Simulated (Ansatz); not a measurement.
Reaction (silylene formation by 1,1-elimination): `[SiH3][SiH](Br)Br` → `[SiH3]Br` + `[SiH]Br`

Calculated with Ansatz (gas phase, PBE0-D4/def2-TZVP geometries, no zero-point term in ΔE). CCSD(T)/CBS is the MP2 limit (def2-TZVPP, def2-QZVPP) plus CCSD(T) − MP2 in def2-TZVPP, frozen cores. Functionals use def2-TZVPP. For Br outer-core shells are correlated without core-valence functions, which leaves a few kJ/mol of doubt a bond. Scalar relativity is left out up to krypton.

Q: Is it downhill or uphill in electronic energy at CCSD(T)/CBS, and by how much? (Estimate.)

A: Ansatz gave: Uphill: ΔE = +47.5 kcal/mol.

Q: What do these levels give: revPBE-D4, r2SCAN-D4, r2SCANh-D4, B2PLYP, CAM-B3LYP, RPA@PBE/def2-TZVPP? (Best estimate.)

A: The calculation gave: revPBE-D4 48.1, r2SCAN-D4 51.4, r2SCANh-D4 51.7, B2PLYP 44.1, CAM-B3LYP 44.0, RPA@PBE/def2-TZVPP 41.0 kcal/mol.

Largest T1 diagnostic among the species: 0.011.

From BLYP to BHLYP (50 % exact exchange), in def2-TZVPP and without D4, ΔE moves by +6.2 kcal/mol. At CCSD(T), def2-SVP lies −5.0 kcal/mol from the extrapolated value and def2-TZVPP −1.9 kcal/mol.
